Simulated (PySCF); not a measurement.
`[SiH3]C[Si@@H]([SiH3])P`, CH11PSi3

Molfile (atoms numbered from 1):
```
CH11PSi3
     RDKit          3D

 16 15  0  0  0  0  0  0  0  0999 V2000
   -2.0597   -1.0538   -0.0080 Si  0  0  0  0  0  4  0  0  0  0  0  0
   -1.0188   -0.3841    1.4097 C   0  0  0  0  0  0  0  0  0  0  0  0
    0.5968    0.4658    0.9204 Si  0  0  1  0  0  4  0  0  0  0  0  0
    1.9408   -0.9473   -0.3875 Si  0  0  0  0  0  4  0  0  0  0  0  0
    0.3287    2.3786   -0.2718 P   0  0  0  0  0  0  0  0  0  0  0  0
   -2.5452    0.0580   -0.8810 H   0  0  0  0  0  0  0  0  0  0  0  0
   -1.2405   -1.9838   -0.8462 H   0  0  0  0  0  0  0  0  0  0  0  0
   -3.2457   -1.8008    0.5116 H   0  0  0  0  0  0  0  0  0  0  0  0
   -1.6274    0.3247    1.9978 H   0  0  0  0  0  0  0  0  0  0  0  0
   -0.7677   -1.2247    2.0809 H   0  0  0  0  0  0  0  0  0  0  0  0
    1.3510    0.8511    2.1562 H   0  0  0  0  0  0  0  0  0  0  0  0
    1.4119   -1.0212   -1.7850 H   0  0  0  0  0  0  0  0  0  0  0  0
    3.3418   -0.4279   -0.4359 H   0  0  0  0  0  0  0  0  0  0  0  0
    1.9566   -2.3307    0.1851 H   0  0  0  0  0  0  0  0  0  0  0  0
   -0.7211    2.8806    0.5592 H   0  0  0  0  0  0  0  0  0  0  0  0
   -0.5710    1.7809   -1.2071 H   0  0  0  0  0  0  0  0  0  0  0  0
  1  2  1  0
  2  3  1  0
  3  4  1  0
  3  5  1  0
  1  6  1  0
  1  7  1  0
  1  8  1  0
  2  9  1  0
  2 10  1  0
  3 11  1  1
  4 12  1  0
  4 13  1  0
  4 14  1  0
  5 15  1  0
  5 16  1  0
M  END
```

The calculation used GIAO CAM-B3LYP/pcSseg-1 magnetisability, rotational g tensor and spin-rotation constants, non-relativistic, gas phase in PySCF 2.14.0. Geometry: PBE0-D3(BJ)/def2-SVP.

Q: Give the nuclear spin-rotation constants along the inertial axes (H = +C I·J) beside the isotropic shieldings.

A: Rotational constants 1.6990, 1.2910, 0.9050 GHz. A star marks the isotopologue with that one atom substituted, in its own axes.
| atom | isotope | Caa (kHz) | Cbb (kHz) | Ccc (kHz) | mean (kHz) | σ (ppm) |
| --- | --- | --- | --- | --- | --- | --- |
| P5 | 31P | 1.819 | 1.157 | 0.823 | 1.266 | 573.0 |
| H6 | 1H | -0.141 | -0.020 | -0.039 | -0.067 | 27.4 |
| H7 | 1H | -0.142 | 0.004 | -0.058 | -0.066 | 27.6 |
| H8 | 1H | 0.056 | -0.115 | -0.076 | -0.045 | 27.4 |
| H9 | 1H | -0.183 | -0.039 | -0.081 | -0.101 | 31.4 |
| H10 | 1H | -0.166 | -0.087 | -0.056 | -0.103 | 31.3 |
| H11 | 1H | -0.119 | -0.109 | 0.018 | -0.070 | 27.0 |
| H12 | 1H | -0.154 | -0.116 | 0.026 | -0.081 | 27.9 |
| H13 | 1H | 0.041 | -0.105 | -0.085 | -0.050 | 27.9 |
| H14 | 1H | -0.093 | -0.024 | -0.071 | -0.063 | 27.9 |
| H15 | 1H | -0.139 | -0.038 | -0.079 | -0.085 | 29.7 |
| H16 | 1H | -0.089 | -0.135 | -0.035 | -0.087 | 29.6 |
| Si1 | 29Si* | -0.947 | -0.735 | -0.470 | -0.718 | 416.9 |
| C2 | 13C* | 0.212 | 0.110 | 0.107 | 0.143 | 190.2 |
| Si3 | 29Si* | -0.915 | -0.779 | -0.571 | -0.755 | 385.3 |
| Si4 | 29Si* | -0.875 | -0.655 | -0.468 | -0.666 | 446.8 |

For the geometry as given, no vibrational averaging.

Q: How do the rotational constants and the g tensor change when H6, H7, H8, H9, H10, H11, H12, H13, H14, H15, H16 are replaced by deuterium?

A: Constants 1.4441, 1.1267, 0.8024 GHz; g -0.0147, -0.0144, -0.0102, against -0.0172, -0.0166, -0.0115 before.
